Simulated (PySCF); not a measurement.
Species: C6H4F2.
Cartesian coordinates in Å at the PBE0-D3(BJ)/def2-SVP level; atoms count from 1:
```xyz
12
C6H4F2 angstrom
C      2.513    1.427   -1.135
C      1.451    1.164   -0.608
C      0.245    0.822    0.003
C     -0.971    1.092    0.396
C     -0.470   -0.260    0.772
C     -0.959   -1.491    0.065
F     -0.004   -2.447    0.073
F     -2.038   -1.999    0.707
H      3.452    1.666   -1.600
H     -1.792    1.798    0.474
H     -0.172   -0.474    1.812
H     -1.241   -1.283   -0.984
```

Linear response at B3LYP/def2-SVPD (PySCF, frozen core in the response, non-relativistic). Isolated species at its PBE0-D3(BJ)/def2-SVP geometry (one conformer only).

Static isotropic polarisability: 73.55 au (10.90 Å³), principal values 50.4, 62.2, 108.0 au.

**Question.** What is the polarisability at 1064 nm and at the sodium D line?

**Answer.** 74.46 au at 1064 nm (+1.2 %), 76.74 au at 589.3 nm (+4.3 %). The rise at 589.3 nm is 3.49 times that at 1064 nm; a pure ω² law gives 3.26. The lowest singlet lies at 266 nm, shorter than both wavelengths.

**Question.** What is the isotropic C6 coefficient between two such molecules, C6 = (3/π)∫α(iω)² dω?

**Answer.** 2070 au (Eh·bohr⁶) by a ten-point quadrature over imaginary frequencies, which is 1240 eV·Å⁶ or 119 J·nm⁶/mol.

**Question.** Which effective excitation energy ω̄ makes London's formula C6 = (3/4)α²ω̄ exact here?

**Answer.** ω̄ = 4·C6/(3α²) = 0.510 Eh = 13.9 eV. A one-pole form α(ω) = α/(1 − ω²/ω̄²) fitted to the 1064 nm value gives 10.5 eV.

**Question.** How anisotropic is the static polarisability, by Δα² = ½[(α1 − α2)² + (α2 − α3)² + (α3 − α1)²]?

**Answer.** Δα = 52.7 au, or 0.72 of the isotropic value.

**Question.** What three-body coefficient follows from the one-pole estimate C9 = (3/4)·α·C6?

**Answer.** 114000 au. This is an estimate from the two numbers above, not a computed integral.

**Question.** How many electrons N does the Slater–Kirkwood formula C6 = (3/4)·√N·α^(3/2) need to give this C6?

**Answer.** N = (4·C6/3)²/α³ = 19.2; the species has 58 electrons in all.

**Question.** The lowest 6 singlets have (eV, f): 4.66, 0.001; 5.03, 0.164; 5.85, 0.001; 6.32, 0.004; 6.40, 0.007; 7.03, 0.001. What share of the static polarisability do they carry in the sum over states α = Σ f/ω²?

**Answer.** 5.09 au, 6.9 % of α; the largest term, 4.81 au, is that of the state at 5.03 eV. Their oscillator strengths add up to 0.18. Higher states carry the rest.

**Question.** What n − 1 at the D line would an ideal gas of it have at 273.15 K and 1 atm (2.6868 × 10¹⁹ cm⁻³), by n − 1 = 2π·N·α′?

**Answer.** 19.20 × 10⁻⁴, a formal value whether or not that pressure can be reached.
